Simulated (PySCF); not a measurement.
**How methods differ on the ionisation energy of As**

As [Ar] 3d10 4s2 4p3 (4S) → As⁺ [Ar] 3d10 4s2 4p2 (3P), as a difference of total energies. Calculation: PySCF 2.14, in aug-cc-pVDZ-DK (6s5p3d, 36 functions); the spin-free X2C one-electron Hamiltonian (Gaussian nucleus). Correlated levels: valence: [Ar] 3d10 frozen. The calculations carry no spin-orbit coupling.

| method | ionisation energy (eV) |
| --- | --- |
| UHF | 9.435 |
| LDA | 10.042 |
| PBE | 9.900 |
| PBE0 | 9.961 |
| r2SCAN | 10.114 |
| B3LYP | 9.853 |
| B2PLYP | 9.762 |
| wB97X-V | 9.723 |
| TPSSh | 9.942 |
| MP2 (valence) | 9.810 |
| SCS-MP2 (valence) | 9.678 |

How much does correlation contribute at MP2 (valence)?

9.810 − (9.435) = 0.375 eV, measured against UHF.

A first-order spin-orbit estimate (lowest level to lowest level, LS coupling) adds -0.184 eV.

Errors of the correlated levels include the incompleteness of this basis and the frozen core.

For comparison: 9.789 eV (measured; NIST Atomic Spectra Database, ionization energies).
